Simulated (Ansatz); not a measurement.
The same molecule with X = O, S, Se. Ansatz, PBE0-D4/def2-TZVP geometries, multiplicity 1. Each molecule was computed in one conformer, which needn't be the lowest.

Scalar relativity is left out up to krypton.

| X | molecule | mean X–Al bond length / Å | mean X–C bond length / Å | HOMO energy (PBE0/def2-TZVPP) / eV | HOMO–LUMO gap (PBE/def2-TZVPP) / eV | HOMO energy (ωB97M-V/def2-TZVPP) / eV |
| --- | --- | --- | --- | --- | --- | --- |
| O | `C[O][Al]([F])[F]` | 1.661 | 1.401 | -8.73 | 5.31 | -11.15 |
| Se | `C[Se][Al]([F])[F]` | 2.275 | 1.970 | -7.31 | 4.32 | -9.43 |

**Question.** Give the row for X = S, `C[S][Al]([F])[F]`. (Best estimate.)

**Answer.** Ansatz gave: 
```json
{"X": "S", "molecule": "`C[S][Al]([F])[F]`", "mean X–Al bond length / Å": "2.143", "mean X–C bond length / Å": "1.828", "HOMO energy (PBE0/def2-TZVPP) / eV": "-7.64", "HOMO–LUMO gap (PBE/def2-TZVPP) / eV": "4.62", "HOMO energy (ωB97M-V/def2-TZVPP) / eV": "-9.80"}
```

From O to Se the mean X–Al bond length rises at each step, by 0.614 Å in all; the mean X–C bond length rises at each step, by 0.569 Å in all; the HOMO energy (PBE0/def2-TZVPP) rises at each step, by 1.42 eV in all; the HOMO–LUMO gap (PBE/def2-TZVPP) falls at each step, by 0.99 eV in all; the HOMO energy (ωB97M-V/def2-TZVPP) rises at each step, by 1.72 eV in all. Bonds lengthen as the atom grows down the group.

Spin–orbit coupling is left out; it splits and shifts lone-pair levels of the heavy atoms by tenths of an eV.
